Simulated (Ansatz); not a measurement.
`FC[CH2][SnH3]` + `C#CN` → `C#C[NH][SnH3]` + `CCF` at 600 K and 1 bar (ligand exchange at the Sn–C bond).

Isolated molecules relaxed with PBE0-D4/def2-TZVP in Ansatz; ΔE leaves out vibrations. CCSD(T)/CBS is the MP2 limit (def2-TZVPP, def2-QZVPP) plus CCSD(T) − MP2 in def2-TZVPP, frozen cores. This one scheme is used for every species. Elements past krypton have def2 core potentials. For Sn outer-core shells are correlated without core-valence functions, which leaves a few kJ/mol of doubt a bond. Each species was taken in one conformer, which may not be the lowest.

```tsv
species	CCSD(T)/CBS energy (Eh)	H − E (kJ/mol)	S (J/(mol·K))
`FC[CH2][SnH3]`	-394.10404	265.3	438.9
`C#CN`	-132.52893	151.8	303.8
`C#C[NH][SnH3]`	-347.74191	201.1	431.3
`CCF`	-178.90141	214.6	316.1
```

H − E and S are ideal-gas, rigid-rotor, harmonic terms from PBE0-D4/def2-TZVP, for one conformer and one mirror image of each species. 1 Eh = 2625.50 kJ/mol, R = 8.31446 J/(mol·K).

Task: By hand: ΔE, ΔH, ΔS and ΔG.

Result: ΔE = (-347.74191) + (-178.90141) − (-394.10404) − (-132.52893) = -0.01035 Eh = -27.2 kJ/mol. Δ(H − E) = 201.1 + 214.6 − 265.3 − 151.8 = -1.4, so ΔH = -28.6 kJ/mol. ΔS = 431.3 + 316.1 − 438.9 − 303.8 = 4.7 J/(mol·K). ΔG = -28.6 − 600 × (4.7)/1000 = -31.4 kJ/mol.

Task: By hand: the equilibrium constant, and the temperature at which ΔG would vanish if ΔH and ΔS stayed fixed.

Result: log₁₀ K = −ΔG/(RT ln 10) = 2.7. ΔH and −TΔS have one sign here, so there is no such temperature. One of them is within its doubt of zero, so this could turn.

The number of gas molecules stays the same, so ΔS is small and ΔH decides. A doubt of 5 kJ/mol in ΔE shifts log₁₀ K by 0.4 here. Other conformers and mirror images would add mixing entropy, several J/(mol·K) or more a flexible species. These are equilibria of isolated gas molecules and say nothing of rates. Largest T1 diagnostic: 0.014 (customary marks: 0.02 for closed shells, 0.045 for open ones).
